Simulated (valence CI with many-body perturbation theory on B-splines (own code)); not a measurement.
**E1 line list for As¹⁸⁺**

Method: valence CI with perturbative core correlation (CI+MBPT): five valence electrons over a frozen Dirac-Fock core [Ne], a basis of 9 s, 9 p, 8 d, 6 f, 3 g, 1 h functions for each j, with the one-electron correlation potential Σ1, the two-electron term Σ2, the three-electron term Σ3, Breit, model QED; selected CI, second order for the rest (own B-spline code, finite nucleus).

No measured spectrum was set against this ion. As an estimate, levels of excited configurations hold to 0.05 to 0.15 % of their energy, terms of the ground configuration to about 0.5 %. Among the levels kept, up to 450 cm⁻¹ of a level comes from second order outside the variational space, and about a tenth of that is noise between levels of different J, which matters for small intervals.

Lines 51 to 100 of 173 in falling wavelength, among levels below 1027400 cm⁻¹, chosen from the strongest by gf and those to the six lowest levels. Wavelengths and rates use the calculated energies, so an error of 300 cm⁻¹ moves a line at 214.4 Å by 0.064 % and its rate by three times that or more. Electric multipoles are in the length gauge, E1 and E2 with the static RPA response of the core. Weak lines are less certain than strong ones. Lines between different terms over intervals too small for the method are left out, as are lines whose strength nearly cancels. The highest levels of a list are the least certain.

Names give the largest LS component (configuration and term), which can be under half, so a name can repeat, a term be missing and a line seem to break the LS rules; names also repeat where a configuration has a term twice. Letters in brackets count levels of one name in rising energy.

```
λ vac (Å)                  Upper            Lower   A (s⁻¹)  log gf  Branch %
    214.4          3s 3p4 4P_3/2  3s2 3p3 4S°_3/2  4.23e+09   -0.93      96.1
    212.9          3s 3p4 2D_5/2  3s2 3p3 2D°_5/2  5.44e+09   -0.65      81.6
    211.1      3s2 3p2 3d 4F_3/2  3s2 3p3 2P°_3/2  1.46e+07   -3.41       0.4
    209.9          3s 3p4 4P_1/2  3s2 3p3 4S°_3/2  4.63e+09   -1.21      93.5
    209.8          3s 3p4 2D_3/2  3s2 3p3 2D°_3/2  7.63e+09   -0.70      89.9
    205.6  3s2 3p2 3d 2P_3/2 [a]  3s2 3p3 2P°_1/2  9.52e+08   -1.62       6.9
    205.1      3s2 3p2 3d 4F_5/2  3s2 3p3 2P°_3/2  3.89e+07   -2.83       2.4
    204.1          3s 3p4 2D_5/2  3s2 3p3 2D°_3/2  1.33e+06   -4.30       0.0
    202.7      3s 3p4 2S_1/2 [a]  3s2 3p3 2P°_1/2  6.68e+09   -1.08      31.0
    198.9      3s 3p3 3d 6D°_3/2    3s 3p4 4P_1/2  5.38e+07   -2.89      12.3
    197.9      3s 3p4 2S_1/2 [b]  3s2 3p3 2P°_3/2  7.60e+09   -1.05      76.8
    196.7      3s2 3p2 3d 2F_5/2  3s2 3p3 2P°_3/2  1.17e+06   -4.39       0.2
    195.9      3s2 3p2 3d 4F_3/2  3s2 3p3 2P°_1/2  1.36e+07   -3.50       0.4
    195.3      3s 3p3 3d 6D°_1/2    3s 3p4 4P_3/2  2.29e+08   -2.58      66.2
    194.9      3s 3p3 3d 6D°_3/2    3s 3p4 4P_3/2  6.49e+07   -2.83      14.9
    189.8  3s2 3p2 3d 2P_3/2 [a]  3s2 3p3 2D°_5/2  1.18e+10   -0.59      84.9
    189.6      3s2 3p2 3d 4D_3/2  3s2 3p3 2P°_3/2  1.76e+08   -2.42       2.7
    189.2            3p5 2P°_3/2    3s 3p4 4P_3/2  2.82e+08   -2.22       1.7
    188.9      3s2 3p2 3d 4D_1/2  3s2 3p3 2P°_3/2  5.59e+09   -1.22      58.5
    186.2          3s 3p4 2D_3/2  3s2 3p3 4S°_3/2  3.21e+08   -2.18       3.8
    184.5      3s 3p4 2S_1/2 [b]  3s2 3p3 2P°_1/2  2.05e+09   -1.68      20.7
    184.2      3s2 3p2 3d 4D_5/2  3s2 3p3 2P°_3/2  6.48e+07   -2.70       1.3
    182.8      3s 3p3 3d 6D°_3/2    3s 3p4 4P_5/2  1.48e+08   -2.53      34.0
    182.7  3s2 3p2 3d 2P_3/2 [a]  3s2 3p3 2D°_3/2  2.00e+08   -2.40       1.4
    182.3      3s 3p3 3d 6D°_5/2    3s 3p4 4P_5/2  2.09e+08   -2.20      63.4
    181.7          3s 3p4 2D_5/2  3s2 3p3 4S°_3/2  7.78e+07   -2.64       1.2
    181.6      3s 3p3 3d 6D°_7/2    3s 3p4 4P_5/2  4.61e+07   -2.74      25.4
    181.4      3s2 3p2 3d 4F_3/2  3s2 3p3 2D°_5/2  7.43e+08   -1.83      22.8
    180.5      3s 3p4 2S_1/2 [a]  3s2 3p3 2D°_3/2  1.33e+10   -0.89      61.9
    177.8            3p5 2P°_3/2    3s 3p4 4P_5/2  8.09e+08   -1.81       5.0
    177.3      3s2 3p2 3d 4D_3/2  3s2 3p3 2P°_1/2  1.81e+08   -2.47       2.8
    177.0      3s2 3p2 3d 4F_5/2  3s2 3p3 2D°_5/2  2.91e+08   -2.09      17.6
    176.7      3s2 3p2 3d 4D_1/2  3s2 3p3 2P°_1/2  1.39e+05   -5.89       0.0
    175.0      3s2 3p2 3d 4F_3/2  3s2 3p3 2D°_3/2  1.58e+09   -1.54      48.5
    170.9      3s2 3p2 3d 4F_5/2  3s2 3p3 2D°_3/2  8.20e+07   -2.67       5.0
    170.7      3s2 3p2 3d 2F_5/2  3s2 3p3 2D°_5/2  1.62e+07   -3.37       2.2
    170.0      3s2 3p2 3d 4F_7/2  3s2 3p3 2D°_5/2  1.31e+08   -2.34     100.0
    166.5          3s 3p4 2P_3/2  3s2 3p3 2P°_3/2  2.44e+09   -1.39       2.1
    166.3  3s2 3p2 3d 2F_7/2 [a]  3s2 3p3 2D°_5/2  1.25e+08   -2.38     100.0
    165.8      3s 3p4 2S_1/2 [b]  3s2 3p3 2D°_3/2  6.16e+07   -3.29       0.6
    165.4      3s2 3p2 3d 4D_3/2  3s2 3p3 2D°_5/2  3.53e+09   -1.24      54.0
    165.0      3s2 3p2 3d 2F_5/2  3s2 3p3 2D°_3/2  7.19e+05   -4.75       0.1
    164.6  3s2 3p2 3d 2P_3/2 [a]  3s2 3p3 4S°_3/2  9.00e+07   -2.83       0.6
    163.2      3s2 3p2 3d 4P_5/2  3s2 3p3 2P°_3/2  8.44e+05   -4.69       0.0
    162.7      3s 3p4 2S_1/2 [a]  3s2 3p3 4S°_3/2  1.49e+09   -1.93       6.9
    161.2      3s2 3p2 3d 4D_5/2  3s2 3p3 2D°_5/2  1.01e+09   -1.63      21.0
    160.5      3s2 3p2 3d 4P_3/2  3s2 3p3 2P°_3/2  8.94e+08   -1.86       0.7
    160.0      3s2 3p2 3d 4D_3/2  3s2 3p3 2D°_3/2  6.60e+07   -2.99       1.0
    159.5      3s2 3p2 3d 4D_1/2  3s2 3p3 2D°_3/2  3.59e+09   -1.56      37.6
    159.3      3s2 3p2 3d 4P_1/2  3s2 3p3 2P°_3/2  5.23e+09   -1.40       3.9
```

(1) How does gf follow from A for the line at 177.0 Å?

## Answers

(1) gf = 1.4992 × (2J+1)_upper × A / σ², with σ = 564942 cm⁻¹ and 2J+1 = 6: gf = 0.00821.
